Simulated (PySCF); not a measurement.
H4F2Si2 (SMILES F[SiH](F)[SiH3]), singlet, geometry from GFN2-xTB. Base run: PBE/6-31G*, polarisability (PySCF).

Input for PySCF:
```python
from pyscf import gto, scf, dft
from pyscf.prop import polarizability

mol = gto.M(
    atom='''
Si   -1.70267302    0.18805180    0.22108506
Si    0.58198983   -0.01347415    0.30444202
F     1.28019874    1.03459946   -0.69158380
F     1.05371790   -1.39346037   -0.36695340
H    -2.24393684    0.03604865   -1.13371873
H    -2.11568830    1.50386701    0.71970768
H    -2.33422812   -0.82849089    1.06876165
H     1.37816834    0.07423637    1.51470523
''',
    basis='6-31g*',
    verbose=3,
)

mf = dft.RKS(mol)
mf.xc = 'pbe'
mf.kernel()
alpha = mf.Polarizability().polarizability()[2, 2]
print('alpha_zz =', alpha)
```

The base run was repeated with changes; each row names its change, and settings that it needs were set with it.

```tsv
change	alpha_zz (bohr³)	basis functions	core-seconds (rough)
base	40.13	72	20
finite field (a.u.) = 2e-4; conv_tol = 1e-11	40.13	72	20
basis = 6-31G	39.20	52	10
finite field (a.u.) = 0.05; conv_tol = 1e-11	40.32	72	20
basis = def2-SVPD	51.94	126	30
basis = cc-pVDZ	(withheld)	(withheld)	20
basis = STO-3G	20.36	32	8
functional = hf	36.46	72	2
finite field (a.u.) = 0.02; conv_tol = 1e-11	40.16	72	20
functional = lda,vwn	40.62	72	10
finite field (a.u.) = 0.005; conv_tol = 1e-11	40.13	72	20
functional = pbe0	(withheld)	72	20
```

Complete the blanks.


- basis = cc-pVDZ, alpha_zz (bohr³): 44.46
- basis = cc-pVDZ, basis functions: 84
- functional = pbe0, alpha_zz (bohr³): 39.09

Finite-field rows take the second difference of the energy in a field along z; a small field with loose convergence shows SCF noise divided by the square of the field, and a large one adds hyperpolarisability.
